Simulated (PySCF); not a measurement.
Level of theory: PBE-D3(BJ)/def2-TZVP run with PySCF. Gas-phase values, no solvent. One relaxed conformer stands for a flexible species; it need not be the lowest. Excitations are Tamm–Dancoff values on a coarser integration grid. The basis has no diffuse functions, so Rydberg states are missing or too high.

Reference species (SMILES): `BCC=C` (neutral, multiplicity 1).

* **T1 excitation (TDA)**: 3.65 eV
* **HOMO**: -6.13 eV

Changed species: `C[C@@H]1BC1`.

Problem. Predict the effect on the T1 excitation (TDA) and HOMO.

Solution. the T1 excitation (TDA) falls by 0.58 eV, to 3.07 eV; the HOMO increases by 0.25 eV, to -5.88 eV.
